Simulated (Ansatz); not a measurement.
The same group exchange along the group S, Se, Te.

Isolated molecules relaxed with PBE0-D4/def2-TZVP in Ansatz; ΔE leaves out vibrations. CCSD(T)/CBS adds triple-zeta CCSD(T) − MP2 to the extrapolated MP2 energy (def2 sets, frozen cores). This one scheme is used for every species. Elements past krypton have def2 core potentials. For Se, Te outer-core shells are correlated without core-valence functions, which leaves a few kJ/mol of doubt a bond. Scalar relativity is left out up to krypton. Each species was taken in one conformer, which may not be the lowest.

Order these by ΔE at CCSD(T)/CBS, lowest first. (An estimate is asked.)
A. `N[SiH2][TeH]` + BH₃ → `B[TeH]` + `N[SiH3]`
B. `N[SiH2][SeH]` + BH₃ → `B[SeH]` + `N[SiH3]`
C. `N[SiH2]S` + BH₃ → `BS` + `N[SiH3]`

C (-0.39 eV), B (-0.27 eV), A (-0.18 eV).

Largest T1 diagnostic: 0.015, for `B[TeH]`.
